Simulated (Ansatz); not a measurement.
Ansatz (a program for electronic structure) input:

Ansatz 0.2 input:
```yaml
crystal:
  periodic: [false, false, false]
  atoms:
    - {symbol: Pb, position_ang: [-0.00000000, -0.00000000, -1.11148383]}
    - {symbol: I, position_ang: [0.00000000, 0.00000000, 1.71965423]}
basis:
  gaussian:
    orbitals: def2-TZVP
hamiltonian:
  xc: b3lyp
  dispersion: d3bj
magnetization: {spin_polarized: true, initial_magnetization: 1}
phonons: {temperatures: {t_min: 298.15, t_max: 298.15, t_step: 100}}
```

**Question.** What final total energy does it print?

**Answer.** -490.79652 Eh (B3LYP-D3(BJ)/def2-TZVP). The basis has 100 functions.
